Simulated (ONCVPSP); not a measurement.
Se (Z = 34), ONCV: configuration errors across variants

Se (Z = 34), optimised norm-conserving Vanderbilt (ONCV), made with ONCVPSP 4.0.1 (PBEsol, non-relativistic). Core [Ar], reference 3d10 4s2 4p4. Waves: 4s: rc 1.50 bohr, ncon 4, nbas 7, qcut 4.1 1/bohr, 2 projectors, debl 3.4 Ha; 4p: rc 1.90 bohr, ncon 5, nbas 8, qcut 4.2 1/bohr, 1 projector; 3d: rc 1.20 bohr, ncon 4, nbas 9, qcut 15 1/bohr, 3 projectors, debl 1.6 Ha. Local part: polynomial inside 1.10 bohr (lpopt 3, dvloc0 6 Ha). Core correction: none.

In the d channel the program set the typed energies aside and used -2.001, 0.250, 1.850 Ha.

All-electron excitation energies from the reference (eV): (1) 3d10 4s2 4p3 10.878; (2) 3d10 4s2 4p2 31.247; (3) 3d10 4s2 4p1 62.112; (4) 3d10 4s1 4p4 21.762.

1 further variants failed, have other tests or another functional or relativity, and are left out.

Errors AE − PS in meV (a dash: test not solved or not reliable):

| change | (1) | (2) | (3) | (4) | bound ghosts | GHOST(+) flags above zero |
| --- | --- | --- | --- | --- | --- | --- |
| base | +1.9 | +8.1 | +15 | +8.5 | none | s |
| local potential polynomial inside 0.85 bohr (lpopt 3, dvloc0 0 Ha) | +4.1 | +18 | +35 | +16 | none | s |
| all radii scaled by about 1.19 (s 1.78, p 2.26, d 1.42 bohr); local potential polynomial inside 1.30 bohr (lpopt 3, dvloc0 6 Ha) | +1.3 | +3.2 | -5.4 | +9.2 | none | s |
| d: nbas 7 | +1.9 | +8.1 | +15 | +8.5 | none | s |
| p: qcut 6.5 | +1.7 | +8.2 | +20 | +5.5 | none | s |

(1) Give the same row for: local potential polynomial inside 1.10 bohr (lpopt 3, dvloc0 9.5 Ha).

Results:

(1) +1.6, +6.9, +13, +7.6; bound ghosts: none; GHOST(+) flags above zero: s.
